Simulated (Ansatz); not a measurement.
Several settings on one geometry of GeFCl3 (GeCl3F) (that of the charge 0 singlet, PBE0-D4/def2-SVP). Ansatz on 2 threads of Intel Xeon on a shared host; times are rough.

```xyz
5

Ge    0.0002   -0.0004    0.0477
F     0.0081   -0.0160    1.7642
Cl    2.0099    0.0101   -0.6132
Cl   -1.0131    1.7461   -0.5835
Cl   -1.0051   -1.7398   -0.6151
```

Totals from different functionals, basis sets or treatments of relativity can't be compared as stabilities.

DK, ANO-RCC and x2c sets are all-electron and run with scalar relativity unless a key says otherwise. The 6-31G sets use Cartesian d functions. LC-ωPBE has ω = 0.4 bohr⁻¹. B3LYP takes the VWN-RPA correlation. Correlated methods freeze 25 core orbitals; core or outer-core shells of Ge are correlated, in sets that lack core-valence functions.

Scalar relativity in a set contracted without it gives distorted totals.

The spins typed aren't always the lowest for that charge.

Task: Give the basis size and estimate the energy, ⟨S²⟩, dipole and time of these runs.

```tsv
run	method	charge	state	further keys
1	UKS PBE-D3(BJ)/def2-TZVP	0	singlet	scf: {omitted_lower_state_checks: [starts]}; forces asked
2	RKS LC-ωPBE/6-31G	0	singlet	scf: {lower_state_search: light}; forces asked
3	UKS RPBE-D3(BJ)-ATM/def2-TZVPP	-1	doublet	scf: {omitted_lower_state_checks: [starts]}; forces asked
4	RKS B97M-V/def2-SVP	0	singlet	scf: {omitted_lower_state_checks: [starts]}; forces asked
5	RKS PBE0/def2-TZVPP	0	singlet	forces asked
6	RKS r2SCANh-D3(BJ)-ATM/x2c-TZVPPall	0	singlet	pseudopotentials: {relativity: none}; scf: {omitted_lower_state_checks: [starts]}; forces asked
7	RHF, ccsd_t/STO-3G	0	singlet	pseudopotentials: {relativity: scalar}
8	UKS B3LYP-D4/cc-pVTZ	0	triplet	fitting: {mean_field: cc-pVTZ-jkfit}; final_grid: {core_spheres: 8, valence_spheres: 7, degree: 23}; scf: {omitted_lower_state_checks: [starts]}; forces asked
```

Result: 
```tsv
run	functions	energy (Eh)	⟨S²⟩	dipole (D)	wall time
1	190	-3556.7437	0.00	0.83	7 s
2	77	-3556.3807	–	0.67	4.4 s
3	205	-3557.5034	0.75	–	8.1 s
4	100	-3556.0583	–	0.85	7.5 s
5	205	-3556.8997	–	0.90	12 s
6	205	-3547.2931	–	0.89	14 s
7	50	-3533.9021	–	–	1.1 s
8	175	-3557.6456	2.01	1.46	11 s
```

The highest occupied level of an anion often lies above zero with these methods, and sets without diffuse functions describe the outer electron poorly. At RKS r2SCANh-D3(BJ)-ATM/x2c-TZVPPall the program marks the result for the charge 0 singlet as doubtful (missing relativity).
